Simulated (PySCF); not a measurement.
C₂H₅NO₂Si, SMILES [Si@@H]1(OCN=C1)O. Heavy atoms are numbered as in [OH:1][Si@@H:2]1[CH:3]=[N:4][CH2:5][O:6]1. Hydrogens are named by the atom that carries them.

Geometry optimised at B3LYP-D3(BJ)/def2-SVP. The structure was generated by enumeration; whether it is a known compound was not checked. One conformer was computed; it need not be the lowest.

Calculation: HF/def2-TZVP run with PySCF.

ESP charges are fitted to the potential on shells at 1.4 to 2.0 van der Waals radii. Atomic charges (e), one atom of each kind:

```json
[
 {"atom": "O1 (OH)", "IAO": "-0.85", "Mulliken": "-0.64", "ESP fit": "-0.77"},
 {"atom": "Si2 (SiH)", "IAO": "1.45", "Mulliken": "0.86", "ESP fit": "0.93"},
 {"atom": "C3 (CH)", "IAO": "-0.30", "Mulliken": "-0.22", "ESP fit": "-0.05"},
 {"atom": "N4", "IAO": "-0.29", "Mulliken": "-0.30", "ESP fit": "-0.45"},
 {"atom": "C5 (CH2)", "IAO": "0.13", "Mulliken": "0.19", "ESP fit": "?"},
 {"atom": "O6", "IAO": "-0.74", "Mulliken": "-0.53", "ESP fit": "?"},
 {"atom": "H on O1", "IAO": "0.38", "Mulliken": "0.35", "ESP fit": "0.47"},
 {"atom": "H on Si2", "IAO": "-0.19", "Mulliken": "-0.05", "ESP fit": "?"},
 {"atom": "H on C3", "IAO": "0.14", "Mulliken": "0.13", "ESP fit": "?"},
 {"atom": "H on C5", "IAO": "0.13", "Mulliken": "0.10", "ESP fit": "?"}
]
```

Q: Fill in the missing entries. (The exact figures need the calculation; the answer reports its results.)

A: 
- C5 (CH2), ESP fit: 0.20
- O6, ESP fit: -0.52
- H on Si2, ESP fit: -0.11
- H on C3, ESP fit: 0.11
- H on C5, ESP fit: 0.10

Q: Give the Mayer and Wiberg (Löwdin basis) orders of the bonds. (The exact figures need the calculation; the answer reports its results.)

A: 
```json
[
 {"bond": "O1–Si2", "Mayer": "1.11", "Wiberg": "1.63"},
 {"bond": "Si2–C3", "Mayer": "0.93", "Wiberg": "1.02"},
 {"bond": "C3–N4", "Mayer": "1.90", "Wiberg": "2.27"},
 {"bond": "N4–C5", "Mayer": "0.96", "Wiberg": "1.34"},
 {"bond": "Si2–O6", "Mayer": "1.04", "Wiberg": "1.41"},
 {"bond": "C5–O6", "Mayer": "0.93", "Wiberg": "1.47"}
]
```
